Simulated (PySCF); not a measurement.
**Steps of a relaxation of [OsH4(NO)]−**

[OsH4(NO)]− (singlet). PySCF 2.14.0, RKS TPSS, Os def2-SVP with ECP60, H def2-SVP, N def2-SVP, O def2-SVP; non-relativistic Hamiltonian with scalar-relativistic core potentials where named; density fitting; no spin-orbit coupling. Origin of the start: template. Columns: position (Å) and force (eV/Å). Energies are counted from the last step; some of the 12 steps are shown. Forces carry noise of the integration grid, about 0.01 to 0.03 eV/Å.

Run from Python with OMP_NUM_THREADS=2. Where DIIS fails, smearing, a level shift and second-order steps follow.
It took 32 s on 2 threads of Arm Neoverse V1, with other jobs on the host, from the converged density of the start.

```xyz
7
step 0  E = 1.212 eV
Os    0.0000    0.3000    0.0693     0.00    0.25   -2.04
H     0.0000    0.3000    1.7893     0.00   -0.80   -1.71
H     1.6750    0.3000   -0.3215     0.56    0.71    0.68
H     0.0000    1.9750   -0.3215     0.00    0.49    0.26
H    -1.6750    0.3000   -0.3215    -0.56    0.71    0.68
N     0.0000   -1.4085   -0.3293     0.00    0.39    4.00
O     0.0000   -2.5479   -0.5951     0.00   -1.75   -1.86
```

```xyz
7
step 4  E = 0.022 eV
Os    0.0000    0.2154   -0.0627     0.00    0.15   -0.30
H     0.0000    0.1672    1.5177     0.00   -0.07    0.21
H     1.6962    0.5944   -0.0825    -0.36   -0.02    0.05
H     0.0000    1.8948   -0.4584     0.00   -0.03   -0.04
H    -1.6962    0.5944   -0.0825     0.36   -0.02    0.05
N     0.0000   -1.5605   -0.2219     0.00    0.04    0.07
O     0.0000   -2.6874   -0.6401     0.00   -0.05   -0.03
```

```xyz
7
step 7  E = 0.001 eV
Os    0.0000    0.2078   -0.0667     0.00    0.00    0.03
H     0.0000    0.1287    1.5242     0.00    0.00    0.00
H     1.6491    0.6389   -0.0564     0.01    0.00    0.00
H     0.0000    1.8729   -0.5071     0.00   -0.01   -0.01
H    -1.6491    0.6389   -0.0564    -0.01    0.00    0.00
N     0.0000   -1.5702   -0.2227     0.00   -0.01    0.01
O     0.0000   -2.6986   -0.6454     0.00    0.01   -0.01
```

Task: Where does the relaxation end?

Result: It converges at step 11 in Cs:
```xyz
7
step 11  E = 0
Os    0.0000    0.2077   -0.0527
H     0.0000    0.1347    1.5387
H     1.6514    0.6360   -0.0458
H     0.0000    1.8575   -0.5407
H    -1.6514    0.6360   -0.0458
N     0.0000   -1.5687   -0.2144
O     0.0000   -2.6849   -0.6697
```

Task: How did the contacts change?

Result: 
```csv
contact,start (Å),end (Å)
Os1–H2 (H),1.720,1.593
Os1–H3 (H),1.720,1.706
Os1–H4 (H),1.720,1.721
Os1–H5 (H),1.720,1.706
Os1–N6 (NO),1.754,1.784
```


No frequency check is given that shows the relaxed geometry to be a minimum.
